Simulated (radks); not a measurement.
Species: B. Configuration: [He] 2s2 2p1.

Method: scalar-relativistic Kohn-Sham, LDA (Slater exchange, VWN5 correlation), spin-polarised, spherical densities, point nucleus; open shells are filled with parallel spins first; computed with a radial shooting solver on a logarithmic mesh with Libxc functionals.

Energy parts (eV):
part                     energy
total                  -662.897
kinetic                 658.342
electron-nucleus      -1538.744
Hartree                 313.803
exchange-correlation    -96.298

Orbitals (lengths in bohr, moments of r in powers of bohr; <r^-3> diverges for s and p1/2; r(90%) holds 90 % of the orbital's charge):
| orbital | occ. | eigenvalue (eV) | r(90%) | <r^4> | <r^2> | <r^-3> |
|---|---|---|---|---|---|---|
| 1s up | 1 | -178.6502 | 0.599 | 0.06039 | 0.1503 | - |
| 1s down | 1 | -178.3100 | 0.597 | 0.05969 | 0.1496 | - |
| 2s up | 1 | -9.8124 | 3.11 | 40.60 | 4.580 | - |
| 2s down | 1 | -8.6745 | 3.20 | 46.04 | 4.827 | - |
| 2p up | 1 | -4.1029 | 3.83 | 98.76 | 6.431 | 0.8443 |
| 2p down | 0 | -3.0781 | 4.16 | 141.3 | 7.501 | 0.7645 |
| 3s up | 0 | -0.1631 | 16.5 | 37280 | 123.9 | - |

The highest occupied level is 2p up at -4.103 eV. The density falls to 0.001 e/bohr^3 at r = 3.91 bohr. Spin moment in Bohr magnetons: 1.
